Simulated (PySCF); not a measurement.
## Germanium: a sound run and one with changed settings

Sound run: Ge+ [Ar] 3d10 4s2 4p1, Ge(2+) [Ar] 3d10 4s2. All numbers are calculated (PySCF 2.14, scalar relativity through the core potential, in cc-pVTZ-PP with ECP10MDF (5s4p3d1f, 39 functions)). The sound run starts from symmetry-adapted Hartree-Fock orbitals and uses a fine grid where one is needed.

Changed run: 26 angular points. This setting is unsound on purpose.

| species | method | sound run (hartree) | changed run (hartree) | converged |
| --- | --- | --- | --- | --- |
| Ge+ | UHF | -293.08057 | -293.08057 | yes |
| Ge+ | LDA | -293.76471 | -293.76487 | yes |
| Ge+ | M06-L | -294.28595 | -294.28641 | yes |
| Ge(2+) | UHF | -292.52030 | -292.52030 | yes |
| Ge(2+) | LDA | -293.18368 | -293.18368 | yes |
| Ge(2+) | M06-L | -293.71639 | -293.71639 | yes |

Ionisation energy of Ge+:

```
method  sound run (eV)  changed run (eV)
   UHF          15.246            15.246
   LDA          15.811            15.815
 M06-L          15.499            15.511
```

A coarse angular grid integrates products of high-l functions wrongly, so density functionals can shift, and the SCF can exploit the error; Hartree-Fock and MP2 need no grid.

For comparison, NIST gives 15.935 eV between the lowest levels.
